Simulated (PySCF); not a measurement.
silylphosphine cation (H5PSi), SMILES [SiH3]P (connectivity only; charge and spin as stated), charge +1, multiplicity 2. Geometry optimised at B3LYP-D3(BJ)/def2-TZVP. The spin state was assumed, not searched.

Level of theory: B3LYP-D3(BJ)/def2-TZVP run with PySCF.

Harmonic wavenumbers (cm⁻¹): 112, 336, 366, 389, 575, 651, 838, 918, 924, 1072, 2252, 2302, 2323, 2466, 2503. Rotational constants (GHz): 54.62, 5.232, 5.118; symmetry number 1.

### Question
Work out the zero-point energy and the ideal-gas rigid-rotor harmonic-oscillator thermochemistry at 298.15 K and 1 atm.

### Answer
ZPE = ½ Σ hcν = ½ × 18025 cm⁻¹ = 107.82 kJ/mol. H − E(el) = 123.66 kJ/mol. Entropy in J/(mol K): translation 160.63, rotation 95.86, vibration 33.21, spin 5.76, total 295.47. G − E(el) = 35.56 kJ/mol. Cp = 76.96 J/(mol K). Modes under 150 cm⁻¹ make the vibrational entropy uncertain.
